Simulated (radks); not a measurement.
Values are calculated unless marked as measured or tabulated.
The mean radii <r> (bohr) of the occupied orbitals of an atom or ion are listed with their occupations. Code: a radial shooting solver on a logarithmic mesh with Libxc functionals. Model: scalar-relativistic Kohn-Sham, MS2 meta-GGA, spin-unpolarised, spherical densities, finite nucleus; meta-GGA in the generalised Kohn-Sham scheme; Fermi nuclear charge, rms radius of each element as measured or else 0.836 A^(1/3) + 0.57 fm.

orbital  occ.      <r>
1s          2  0.04272
2s          2   0.1891
2p          6   0.1654
3s          2   0.5492
3p          6   0.5626
3d         10   0.5876
4s          2    1.553
4p          2    1.764

Name the element and its charge.

Answer. Z = 35, bromine, charge +3: Br3+ in [Ar] 3d10 4s2 4p2. The 1s radius gives Z: for a bare nucleus <r> = (2 gamma + 1)/(2Z) with gamma = sqrt(1 - (Z/c)^2), 0.04191 bohr for Z = 35, and screening makes it slightly larger (0.04272 here). The occupations add up to 32, and the charge is Z minus that.
